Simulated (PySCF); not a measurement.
# CuF + H₂ → CuH + HF

Level: PBE in the def2-SVP basis family, all electrons, no relativity, computed in PySCF with density fitting; open shells unrestricted.

| species | state and structure | E (Eh) | ZPE (kJ/mol) | H(298 K) − H(0) (kJ/mol) | S° (J/(mol K)) |
| --- | --- | --- | --- | --- | --- |
| CuF | singlet, C∞v, Cu–F 1.743 Å | -1739.68103 | 3.7 | 9.1 | 226.2 |
| H₂ | singlet, D∞h, H–H 0.769 Å | -1.16060 | 25.6 | 8.7 | 130.9 |
| CuH | singlet, C∞v, Cu–H 1.464 Å | -1640.58216 | 11.2 | 8.7 | 196.2 |
| HF | singlet, C∞v, H–F 0.932 Å | -100.25413 | 23.7 | 8.7 | 173.9 |

(1) What is the electronic reaction energy?

(2) Add zero-point, thermal and entropy terms for 298.15 K and 1 bar.

Results:

(1) At PBE/def2-SVP, ΔE = 14.0 kJ/mol from the differences of the total energies times 2625.5, uphill. Hydrogen reduction of halides, step by step, is used to deposit silicon and metals.

(2) ΔZPE = 5.6 and Δ[H(298) − H(0)] = -0.4 kJ/mol give ΔH° = 19.2 kJ/mol. ΔS° = 13.0 J/(mol K), so ΔG° = 19.2 − 298.15 × (0.0130) = 15 kJ/mol and log₁₀K = -2.7.

Each species is the lowest minimum found with this bonding; other isomers or fragments can lie lower.
